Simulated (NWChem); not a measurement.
CH3Mg cation; SMILES [CH3][Mg+]

```xyz
5

Mg     0.0000     0.0000    -0.9494
C      0.0000     0.0000     1.1488
H      0.7405     0.7405     1.4581
H      0.2710    -1.0115     1.4581
H     -1.0115     0.2710     1.4581
```
Atoms are numbered in this order, from 1.

All runs use the structure optimised with B3LYP/6-31G* (spherical d).

**Question.** List the 4 lowest vertical singlet excitations from PBE0/def2-SVPD, TDA (NWChem).

**Answer.** 
```json
[
 {"state": "S1", "energy (eV)": "4.86", "oscillator strength": "0.648", "leading excitation (squared amplitude)": "HOMO → LUMO (0.94)"},
 {"state": "S2", "energy (eV)": "6.18", "oscillator strength": "0.135", "leading excitation (squared amplitude)": "HOMO−1 → LUMO (0.63)"},
 {"state": "S3", "energy (eV)": "6.18", "oscillator strength": "0.135", "leading excitation (squared amplitude)": "HOMO−2 → LUMO (0.63)"},
 {"state": "S4", "energy (eV)": "6.26", "oscillator strength": "0.135", "leading excitation (squared amplitude)": "HOMO → LUMO+1 (0.63)"}
]
```
